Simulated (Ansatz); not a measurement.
Gas-phase electronic energies from Ansatz, PBE0-D4/def2-TZVP geometries. CCSD(T)/CBS adds triple-zeta CCSD(T) − MP2 to the extrapolated MP2 energy (def2 sets, frozen cores). Functionals use def2-TZVPP. B3LYP here is the variant with VWN-RPA as its local correlation; programs differ in this. For Br, Ge outer-core shells are correlated without core-valence functions, which leaves a few kJ/mol of doubt a bond. Scalar relativity is left out up to krypton. Each species was taken in one conformer, which may not be the lowest.

`[CH3][GeH3]` + `CCCCBr` → `[GeH3][CH2]CBr` + `CCC`  (formal exchange of groups at a Ge–C bond)

`[CH3][GeH3]`:

Cartesian coordinates in Å:
```
C 0.755 -0.689 -0.169
Ge -0.668 0.609 0.150
H 1.615 -0.470 0.464
H 0.405 -1.697 0.054
H 1.073 -0.653 -1.212
H -1.115 0.565 1.622
H -1.886 0.301 -0.740
H -0.178 2.033 -0.169
```

`CCCCBr`:

Cartesian coordinates in Å:
```
C -0.901 -0.982 1.445
C -0.044 -0.737 0.215
C 0.082 0.739 -0.121
C 0.949 1.040 -1.318
Br 0.185 0.365 -2.984
H -0.484 -0.484 2.325
H -1.915 -0.600 1.300
H -0.977 -2.047 1.671
H -0.468 -1.265 -0.644
H 0.957 -1.156 0.370
H -0.911 1.177 -0.270
H 0.528 1.268 0.733
H 1.930 0.573 -1.243
H 1.070 2.109 -1.478
```

`[GeH3][CH2]CBr`:

Cartesian coordinates in Å:
```
Ge -1.324 -0.789 -0.376
C 0.093 0.078 0.684
C 1.156 0.671 -0.195
Br 2.574 1.538 0.844
H -0.720 -1.916 -1.232
H -2.385 -1.376 0.568
H -1.983 0.243 -1.308
H 0.518 -0.671 1.356
H -0.372 0.847 1.304
H 1.670 -0.078 -0.796
H 0.773 1.452 -0.849
```

`CCC`:

Cartesian coordinates in Å:
```
C -1.138 -0.569 0.178
C -0.010 0.074 -0.610
C 1.145 0.514 0.274
H -1.545 0.124 0.920
H -0.787 -1.455 0.716
H -1.959 -0.880 -0.473
H 0.356 -0.629 -1.366
H -0.396 0.937 -1.163
H 1.947 0.975 -0.309
H 1.572 -0.335 0.814
H 0.814 1.243 1.019
```

```csv
level,ΔE (kJ/mol)
PBE,5.6
PBE0,7.2
B3LYP,5.6
HF/def2-TZVPP,8.3
MP2/def2-TZVPP,8.7
CCSD/def2-TZVPP,8.9
HF/def2-QZVPP,8.3
MP2/CBS(def2),8.0
```

What does CCSD(T)/CBS give? (Best estimate.)

Computed: +8.2 kJ/mol. The listed levels differ from it by -2.6, -1.0, -2.6, 0.1, 0.5, 0.7, 0.1, -0.2 kJ/mol.

Largest T1 diagnostic among the species: 0.010.
